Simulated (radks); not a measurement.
Results of a calculation; reference values are marked as such.
These are the eigenvalues of the occupied orbitals of an atom or ion with whole-number occupations (eV). Level of theory: Dirac Kohn-Sham, OLYP, spin-unpolarised, spherical densities, finite nucleus; Fermi nuclear charge, rms radius of each element as measured or else 0.836 A^(1/3) + 0.57 fm (a radial shooting solver on a logarithmic mesh with Libxc functionals).

1s1/2: -90485.55
2s1/2: -16286.63
2p1/2: -15658.08
2p3/2: -13339.22
3s1/2: -3963.884
3p1/2: -3678.126
3p3/2: -3158.750
3d3/2: -2688.123
3d5/2: -2577.851
4s1/2: -941.8869
4p1/2: -817.3012
4p3/2: -689.1185
4d3/2: -485.8397
4d5/2: -461.8717
5s1/2: -198.7386
4f5/2: -197.7067
4f7/2: -192.1845
5p1/2: -155.4211
5p3/2: -130.6182
5d3/2: -69.6099
5d5/2: -66.4629
6s1/2: -50.6011

Which element is it, and in what charge state? The configuration may be excited. Open shells, if any, fill j = l - 1/2 first.

Answer. Z = 83, bismuth, charge +4: Bi4+ in [Xe] 4f14 5d10 6s1. The list shows which subshells hold electrons but not how many an open one holds; the 1s level, -3325.3 hartree, gives Z - s = 81.6 by -(Z - s)^2/2, which with screening and relativity narrows Z to a few neighbours, and the depths of the outer levels then fix element, charge and occupations together.
